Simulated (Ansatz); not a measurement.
A nudged elastic band was laid between two geometries of C3H9FSSi (15 atoms, charge 0, multiplicity 1).

Theory: RKS PBE-D4/def2-SVP (Ansatz 0.2.0).

| Item | Value |
| --- | --- |
| movable images | 7 |
| climbing image | yes |
| spring | 5.0 eV/Å² |
| optimiser | quadratic models (default) |
| start path | IDPP |
| force threshold | 0.03 eV/Å |
| iteration limit | 60 |
| end points | relaxed |

Image 0:

```xyz
15
Properties=species:S:1:pos:R:3
C -2.021 1.197 -0.341
S -1.452 -0.226 0.644
C 0.183 -0.561 -0.138
C 0.648 -1.923 0.360
F 0.033 -0.627 -1.540
Si 1.444 0.848 0.236
H -1.840 0.993 -1.414
H -3.112 1.273 -0.169
H -1.540 2.149 -0.043
H 1.622 -2.184 -0.102
H -0.096 -2.697 0.081
H 0.768 -1.925 1.461
H 1.727 0.876 1.712
H 0.892 2.173 -0.204
H 2.723 0.585 -0.514
```

Image 8:

```xyz
15
Properties=species:S:1:pos:R:3
C -1.914 1.396 -0.142
S -1.354 -0.017 0.862
C 0.099 -0.588 -0.115
C 0.495 -1.956 0.425
F -0.268 -0.735 -1.470
Si 1.540 0.690 -0.054
H -1.297 2.303 0.008
H -1.919 1.106 -1.210
H -2.953 1.607 0.178
H 1.353 -2.357 -0.150
H -0.358 -2.659 0.327
H 0.784 -1.894 1.493
H 2.039 0.804 1.359
H 1.070 2.030 -0.541
H 2.661 0.219 -0.942
```

(1) What changes between the two ends?

(2) Give the energies along the band, and the barrier.

(3) What is the geometry of the highest image?

(4) What are the harmonic wavenumbers there?

Results:

(1) No bond is made or broken. The dihedral H7–C1–S2–C3 goes from 45 to -78°. The two ends are copies of one structure, up to a mirror image or an exchange of like atoms.

(2) The forces met the threshold. The highest image is number 4 of 0 to 8, 0.049 eV above the ends, which have the same energy within 2 meV. A vibrational analysis at the climbing image gives one clearly imaginary mode, 163i cm⁻¹: a first-order saddle point.

| image | path coordinate (Å) | energy (eV) | dihedral H7–C1–S2–C3 (°) |
| --- | --- | --- | --- |
| 0 | 0.00 | 0.000 | 45 |
| 1 | 0.40 | 0.004 | 34 |
| 2 | 0.80 | 0.020 | 20 |
| 3 | 1.20 | 0.040 | 5 |
| 4 | 1.59 | 0.049 | -10 |
| 5 | 2.13 | 0.035 | -31 |
| 6 | 2.66 | 0.014 | -49 |
| 7 | 3.19 | 0.003 | -65 |
| 8 | 3.72 | 0.000 | -78 |

(3) 
```xyz
15
Properties=species:S:1:pos:R:3
C -1.971 1.329 -0.213
S -1.335 -0.003 0.866
C 0.127 -0.581 -0.102
C 0.529 -1.940 0.454
F -0.225 -0.735 -1.457
Si 1.538 0.731 -0.011
H -1.239 1.549 -1.011
H -2.917 1.003 -0.685
H -2.147 2.241 0.387
H 1.406 -2.332 -0.101
H -0.312 -2.653 0.342
H 0.795 -1.869 1.527
H 2.015 0.838 1.410
H 1.028 2.061 -0.485
H 2.687 0.310 -0.891
```

(4) 163i, 93, 152, 180, 204, 212, 236, 316, 336, 399, 507, 607, 625, 705, 739, 856, 882, 902, 912, 925, 934, 1056, 1069, 1121, 1281, 1328, 1378, 1396, 1408, 1412, 2155, 2179, 2189, 2975, 2991, 3071, 3080, 3096, 3111 cm⁻¹.

The run took 3.3 min on 2 threads of Arm Neoverse V1 (shared host), peak memory 0.19 GiB.
